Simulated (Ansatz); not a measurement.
Cost and result up the ladder for Sn4Te3 (7 atoms). Charge 0, multiplicity 1. Geometry: r2SCAN-D4/def2-SVP.

```tsv
atom	x (Å)	y (Å)	z (Å)
Sn1	-1.3617	1.9126	1.6104
Sn2	-0.0421	-2.0218	-0.9357
Sn3	0.4771	0.6239	-2.4200
Sn4	1.2314	-1.8177	1.7912
Te5	-1.5243	-0.9410	1.3866
Te6	-1.1168	2.5342	-1.0292
Te7	2.3363	-0.2902	-0.4032
```

Ansatz on 4 threads of Arm Neoverse V1 on a shared host. Times are rough, and most runs start from the orbitals of an earlier one. No level here is sound enough to serve as a yardstick. Binding counts from free atoms at the same level (Sn triplet, Te triplet; other spins of the atoms weren't run), without zero-point energy or a counterpoise term.

In the def2 sets Sn, Te take a core potential; there is no spin–orbit coupling. Correlated methods freeze 28 core orbitals; core or outer-core shells of Sn, Te are correlated, in sets that lack core-valence functions. The rows differ in basis, and correlated rows in double-zeta sets carry the largest basis error. Another isomer (singlet) lies 1.22 eV lower at PBE0-D4/def2-TZVP; other spin states weren't run for this one.

Correlated methods converge slowly with the basis, most of all in double-zeta sets.

```tsv
level	functions	binding energy per atom (eV)	remarks
LDA (SPW92)/def2-TZVP	350	3.25	restricted SCF unstable in HF
MP2/def2-SVP	182	2.33	restricted SCF unstable
r2SCAN-D4/def2-TZVP	350	2.62	restricted SCF unstable in HF
PBE-D4/def2-TZVP (with forces)	350	2.80	restricted SCF unstable in HF
PBE0-D4/def2-TZVP	350	2.65	restricted SCF unstable in HF
```

(1) Estimate how long each takes.

Results:

(1) LDA (SPW92)/def2-TZVP 6 s; MP2/def2-SVP 12 s; PBE-D4/def2-TZVP (with forces) 13 s; r2SCAN-D4/def2-TZVP 22 s; PBE0-D4/def2-TZVP 33 s. On shared hardware such times vary by a factor of up to 3.
